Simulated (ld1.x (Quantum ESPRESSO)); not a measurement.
# Before and after: TM potential for Zr

ld1.x (Quantum ESPRESSO) 7.5 input, shortened:

```
&input
   title='Zr', zed=40., rel=1, dft='PBE', iswitch=3,
   config='[Kr] 4d2 5s1 5p0'
 /
 &inputp
   pseudotype=2, tm=.true., lloc=0,
   nlcc=.true., new_core_ps=.true., rcore=1.10
 /
3
5P  2  1   0.00   0.00  3.35  3.35  0.0
4D  3  2   2.00   0.00  1.85  1.85  0.0
5S  1  0   1.00   0.00  2.40  2.40  0.0
 &test
   configts(1)='4d2 5s1 5p0'
 /
```

All-electron outer shells of the reference configuration (PBE, scalar-relativistic, ld1.x):

```
shell  level (eV)  outermost node (bohr)  outermost maximum (bohr)
   4p      -39.14                   0.56                      1.17
   4d       -9.98                   0.58                      1.59
   5s       -9.94                   1.46                      3.00
   5p       -6.26                   1.68                      3.71
```

Change: all radii but the core radius scaled by about 1.18 (s 2.84, p 3.96, d 2.20 bohr).

Cutoffs: the cutoffs (Ry, on a coarse ladder) from which the occupation-weighted sum of valence levels, in a spherical-Bessel basis at the reference potential, stays within 10 and 1 mRy of its value at 400 Ry; they do not see the model core or the augmentation charge, which bear on the density cutoff. Errors are all-electron minus pseudo energies relative to the spin-unpolarised reference configuration.

**Question.** How do hardness, ghosts and transferability respond?

**Answer.** The potential gets neither clearly harder nor softer (30 Ry and 40 Ry → 30 Ry and 35 Ry); the d channel sets the loose cutoff, while the largest relative change is in s, which becomes softer; of the 7 tests that both files solve, the error grows in 5 and shrinks in 0 by more than 15 % and 0.3 meV (median size 16.3 → 18.1 meV); neither file shows a bound ghost. More of the atom is replaced by a form fitted at one configuration, so other configurations suffer.

| quantity | base | changed |
| --- | --- | --- |
| cutoff, loose | 30 Ry | 30 Ry |
| cutoff, tight | 40 Ry | 35 Ry |
| loose cutoff by channel (10 mRy a level) | d 30 Ry, s 10 Ry | d 25 Ry, s 6 Ry |
| bound ghosts | none | none |
| error for 4d2 5s2 5p0, meV [ΔE -7.14 eV] | -0.9 | -4.2 |
| error for 4d2 5s0 5p0, meV [ΔE 12.94 eV] | -16 | -18 |
| error for 4d1 5s0 5p0, meV [ΔE 35.57 eV] | -319 | -290 |
| error for 4d2 5s1.5 5p0, meV [ΔE -4.26 eV] | -0.2 | -1.1 |
| error for 4d2.5 5s1.5 5p0, meV [ΔE -6.62 eV] | -12 | -17 |
| error for 4d1 5s2 5p1, meV [ΔE -4.13 eV] | -172 | -207 |
| error for 4d1 5s2 5p0, meV [ΔE 0.53 eV] | -111 | -159 |
